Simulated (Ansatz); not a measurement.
Cartesian coordinates (Å):
```xyz
8

C     -1.1217     0.0100    -0.0252
C      0.3352     0.0235     0.0127
C      1.5501    -0.3150    -0.0318
O      1.2690     1.1211     0.2744
H     -1.4723     0.7109    -0.7847
H     -1.5137     0.3353     0.9400
H     -1.4907    -0.9879    -0.2513
H      2.4568    -0.8723    -0.1317
```
Charge 0, spin multiplicity 1.

Computed with frozen-core CCSD(T)/cc-pVQZ // M06-2X/def2-TZVP in Ansatz (a quantum-chemistry and plane-wave program). The restricted HF reference is unstable towards unrestricted orbitals.

The HF energy is -190.72253 Ha and the MP2 correlation energy comes out as -0.77293 Ha.

Problem. Estimate the CCSD correlation energy, the (T) correction, the total energy and the T1 diagnostic.

Solution. 
```yaml
CCSD correlation energy: -0.78317 Ha
"(T) correction": -0.03821 Ha
CCSD(T) total energy: -191.54391 Ha
T1 diagnostic: 0.013
```
